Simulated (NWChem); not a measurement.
Species: SiHO₂ cation; SMILES [OH+]=[Si]=O

Computed with NWChem. Medium grid unless said otherwise, to which SCAN and Minnesota functionals are sensitive. The geometry was optimised at PBE0/def2-SVP. Hybrids' shares of exact exchange are those that their runs print; pure functionals count as 0. The functionals differ in more than this share.

```csv
row,share of exact exchange,highest occupied level (eV)
PBE/def2-TZVP,0.00,-15.10
N12/def2-TZVP,0.00,-15.03
TPSSh/def2-TZVP,0.10,withheld
B3LYP/def2-TZVP,0.20,-16.35
B3PW91/def2-TZVP,0.20,-16.37
r2SCAN0/def2-TZVP,0.25,-16.82
MPW1K/def2-TZVP,0.43,-17.74
```

Fit a straight line of the last column on the one before it, predict the withheld value, and compare with the run.


1. Means of the 6 shown rows: x = 0.180, y = -16.235. Slope Σ(x − x̄)(y − ȳ)/Σ(x − x̄)² = -0.8434/0.1330 = -6.341; intercept -15.094.
2. The shown rows scatter about the line by 0.071 (root mean square); the largest residual is -0.14, at r2SCAN0/def2-TZVP.
3. At x = 0.10 (TPSSh/def2-TZVP; inside the shown range) the line gives -15.73.
4. The run gives -15.77, -0.04 from the line, 0.6 times the scatter.
